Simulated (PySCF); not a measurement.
Consider `CC(=S)C#CC(=O)O` (C5H4O2S). Atom numbers as in the mapped SMILES `[CH3:1][C:2](=[S:3])[C:4]#[C:5][C:6](=[O:7])[OH:8]`.

These are calculated values, B3LYP-D3(BJ)/ma-def2-SVP in PySCF (grid level 2) at geometries from PBE0-D3(BJ)/def2-SVP. The prefix ma- adds one diffuse s and one diffuse p function on all atoms but H. Thermal corrections: GFN2-xTB frequencies, unscaled, ideal gas at 298.15 K and 1 bar, quasi-RRHO entropy. These were taken at the GFN2-xTB minima.

(1) Rank these of its positions by gas-phase deprotonation enthalpy, most acidic first.
A. C1 (carbon α to the carbonyl-type group)
B. O8 (acid OH oxygen)

(2) For O8 (acid OH oxygen), what are ΔE (electronic) and ΔG(298 K) of the loss of the proton?

(3) Of those listed, which site of deprotonation is favoured in acetone (IEF-PCM), and by how much?

Answers

(1) B (1345 kJ/mol), A (1384 kJ/mol).

(2) ΔE = 1371 and ΔG = 1314 kJ/mol, beside ΔH = 1345 kJ/mol. The product is `CC(=S)C#CC(=O)[O-]`.

(3) O8 (acid OH oxygen), by 42 kJ/mol over C1 (carbon α to the carbonyl-type group); the gas phase favours the same one.

Caveats: structures of the anions come from def2-SVP, which lacks diffuse functions; ma-def2-SVP is a small basis, whose errors can reach tens of kJ/mol.
